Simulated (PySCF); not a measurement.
Single point on BeH⁺

State: ¹Σ⁺ (singlet), closed shell.

An equivalent input (the run itself took its basis sets from the Basis Set Exchange, started from a PBE0 density and held the occupation σ 2α 2β):

```python
from pyscf import gto, dft
mol = gto.M(atom='Be 0 0 0; H 0 0 1.332', basis={'Be': 'def2-SVP', 'H': 'def2-SVP'},
            charge=1, spin=0, verbose=4, symmetry='C2v')
mf = dft.UKS(mol, xc='CAMB3LYP')
mf.grids.atom_grid = (80, 434)
mf.grids.prune = dft.gen_grid.treutler_prune
mf.irrep_nelec = {'A1': (2, 2)}
mf.conv_tol = 1e-9
mf.max_cycle = 60
mf.diis_space = 10
mf.kernel()
```

The log (some set-up lines and the per-cycle HOMO/LUMO lines removed):

```
******** <class 'pyscf.dft.uks_symm.SymAdaptedUKS'> ********
method = SymAdaptedUKS
damping factor = 0
level_shift factor = 0
DIIS = <class 'pyscf.scf.diis.CDIIS'>
diis_start_cycle = 1
diis_space = 10
diis_damp = 0
SCF conv_tol = 1e-09
SCF conv_tol_grad = None
SCF max_cycles = 60
number electrons alpha = 2  beta = 2
Set gradient conv threshold to 3.16228e-05
init E= -14.9099520575421
cycle= 1 E= -14.910023600287  delta_E= -7.15e-05  |g|= 0.00161  |ddm|= 0.0161
cycle= 2 E= -14.9100279082686  delta_E= -4.31e-06  |g|= 0.000427  |ddm|= 0.00352
cycle= 3 E= -14.9100283948415  delta_E= -4.87e-07  |g|= 6.34e-05  |ddm|= 0.00143
cycle= 4 E= -14.9100284045989  delta_E= -9.76e-09  |g|= 8.14e-06  |ddm|= 0.000246
cycle= 5 E= -14.9100284046635  delta_E= -6.46e-11  |g|= 3.27e-07  |ddm|= 2.2e-05
Extra cycle  E= -14.9100284046637  delta_E= -2.06e-13  |g|= 8.52e-08  |ddm|= 1.2e-06
converged SCF energy = -14.9100284046637  <S^2> = -1.7763568e-15  2S+1 = 1
```

Repeating this along the bond gives Re = 1.326 Å and ωe = 2194 cm⁻¹.

A point of this curve took 0.16 CPU seconds beside 0.0049 for the integrals (shared host).
